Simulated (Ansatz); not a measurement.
Compare A (`OC1([SiH2]F)BC1`) with its isomer B (`BO[SiH](F)C=C`).

Calculated with Ansatz (gas phase, PBE0-D4/def2-TZVP geometries, no zero-point term in ΔE). CCSD(T)/CBS is the MP2 limit (def2-TZVPP, def2-QZVPP) plus CCSD(T) − MP2 in def2-TZVPP, frozen cores. DFT in def2-TZVPP. B3LYP here is the variant with VWN-RPA as its local correlation; programs differ in this. Each species was taken in one conformer, which may not be the lowest.

Question: Which isomer does CCSD(T)/CBS put lower? Give the gap. (Best estimate.)

Answer: Computed: B, by 89.5 kcal/mol.

Question: Give E(B) − E(A) in kcal/mol with PBE-D4, PBE0-D4, B3LYP-D4, B2PLYP, HF/def2-TZVPP, CCSD/def2-TZVPP, r2SCAN-D4. (Estimate.)

Answer: Ansatz gave: PBE-D4 -79.0, PBE0-D4 -81.0, B3LYP-D4 -89.0, B2PLYP -90.5, HF/def2-TZVPP -99.2, CCSD/def2-TZVPP -90.7, r2SCAN-D4 -84.2. None reverses the order clearly.

Largest T1 diagnostic: 0.013.

From PBE to PBE0 (25 % exact exchange), in def2-TZVPP and without D4, E(B) − E(A) moves by −2.0 kcal/mol. In def2-TZVPP, CCSD(T) changes the Hartree–Fock value by +9.3 kcal/mol (the triples alone add +0.8 kcal/mol) and MP2 by +10.0 kcal/mol.
